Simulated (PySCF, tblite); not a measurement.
Isomers of [C7H10P]- (charge -1), one GFN2-xTB conformer each. Single-point energies are computed at PBE0/pcSseg-1 (PySCF, gas phase, no added dispersion term), electronic only.

```tsv
SMILES	GFN2-xTB relative energy (kJ/mol)
CCc1cc(C)c[p-]1	5.5
Cc1cc(C)c(C)[p-]1	1.7
CCc1c[p-]cc1C	0.0
CCc1cc[p-]c1C	7.4
CCc1c[p-]c(C)c1	6.7
CC(C)c1ccc[p-]1	11.7
```

Conformers: `[CH3:1][CH2:2][c:3]1[cH:4][c:5]([CH3:6])[cH:7][p-:8]1` (charge -1) with C1–C2–C3–C4 80°; `[CH3:1][CH2:2][c:3]1[cH:4][p-:5][cH:6][c:7]1[CH3:8]` (charge -1) with C1–C2–C3–C4 91°; `[CH3:1][CH2:2][c:3]1[cH:4][cH:5][p-:6][c:7]1[CH3:8]` (charge -1) with C1–C2–C3–C4 88°; `[CH3:1][CH2:2][c:3]1[cH:4][p-:5][c:6]([CH3:7])[cH:8]1` (charge -1) with C1–C2–C3–C4 93°; `[CH3:1][CH:2]([CH3:3])[c:4]1[cH:5][cH:6][cH:7][p-:8]1` (charge -1) with C1–C2–C4–C5 117°.

Q: What does PBE0/pcSseg-1 give for the same structures?

A: 
```
           SMILES  PBE0/pcSseg-1 E (Eh)  PBE0/pcSseg-1 (kJ/mol)  GFN2-xTB (kJ/mol)  point group
  CCc1cc(C)c[p-]1            -613.62868                     0.0                5.5           C1
    CCc1c[p-]cc1C            -613.62856                     0.3                0.0           C1
Cc1cc(C)c(C)[p-]1            -613.62850                     0.5                1.7            –
  CCc1c[p-]c(C)c1            -613.62819                     1.3                6.7           C1
  CC(C)c1ccc[p-]1            -613.62780                     2.3               11.7            –
    CCc1cc[p-]c1C            -613.62768                     2.6                7.4           C1
```

GFN2-xTB puts CCc1c[p-]cc1C lowest instead; measured from each level's own lowest isomer, the values differ by up to 9.4 kJ/mol (CC(C)c1ccc[p-]1: 11.7 against 2.3). Neighbours under 21 kJ/mol apart (CCc1cc(C)c[p-]1 and CCc1c[p-]cc1C; CCc1c[p-]cc1C and Cc1cc(C)c(C)[p-]1; Cc1cc(C)c(C)[p-]1 and CCc1c[p-]c(C)c1; CCc1c[p-]c(C)c1 and CC(C)c1ccc[p-]1; others) can change places with a better method, another conformer or zero-point energy.

Q: What happens when harmonic zero-point energies from GFN2-xTB frequencies are added?

A: 
| SMILES | ZPE (kJ/mol) | electronic (kJ/mol) | with ZPE (kJ/mol) |
| --- | --- | --- | --- |
| CCc1cc(C)c[p-]1 | 383.7 | 0.0 | 1.8 |
| CCc1c[p-]cc1C | 384.7 | 0.3 | 3.1 |
| Cc1cc(C)c(C)[p-]1 | 381.4 | 0.5 | 0.0 |
| CCc1c[p-]c(C)c1 | 383.8 | 1.3 | 3.2 |
| CC(C)c1ccc[p-]1 | 384.7 | 2.3 | 5.1 |
| CCc1cc[p-]c1C | 384.6 | 2.6 | 5.3 |

The zero-point energies span 3.3 kJ/mol. Cc1cc(C)c(C)[p-]1 becomes the lowest.
